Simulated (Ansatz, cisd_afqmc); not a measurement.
Species: SeF, charge 0, doublet. SeF (SMILES F[Se], doublet).
B3LYP-D3(BJ)/def2-TZVP minimum from Ansatz (a quantum-chemistry and plane-wave program):
```xyz
2

Se     0.0000     0.0000    -0.3673
F      0.0000     0.0000     1.3875
```
Charge 0, spin multiplicity 2.

Total energies in cc-pVDZ, 13 correlated electrons, 15 frozen orbitals. Radicals and triplets start from unrestricted determinants; spin-orbit coupling is neglected. Correlated methods leave the cores frozen (noble-gas shells, and filled d and f shells in the p block). No relativity. The Monte Carlo rows (phaseless AFQMC, CISD trial, step 0.005/hartree) carry one-sigma bars that omit the constraint's bias. Outlying blocks are dropped, and bars are widened where a walk drifts. Over all cases where full CI ran beside it in this data, AFQMC minus full CI had a median of +0.1 mEh and passed +0.4 mEh in a tenth of the cases.

| method | program | energy (Eh) | minus CCSDTQ (mEh) |
|---|---|---|---|
| HF | Ansatz | -2499.20599 | 302.97 |
| MP2 | Ansatz | -2499.48627 | 22.69 |
| CCSD | Ansatz | -2499.50158 | 7.37 |
| CCSD(T) | Ansatz | -2499.50763 | 1.32 |
| CCSDT(Q) | Ansatz | -2499.50905 | -0.10 |
| CCSDTQ | Ansatz | -2499.50895 | 0.00 |
| AFQMC/CISD | cisd_afqmc | -2499.5095 ± 0.0004 | -0.6 ± 0.4 |

Rough core times of Ansatz's runs on a shared machine: CCSD(T) under 20 s, CCSDT(Q) 30 s, CCSDTQ 20 min.
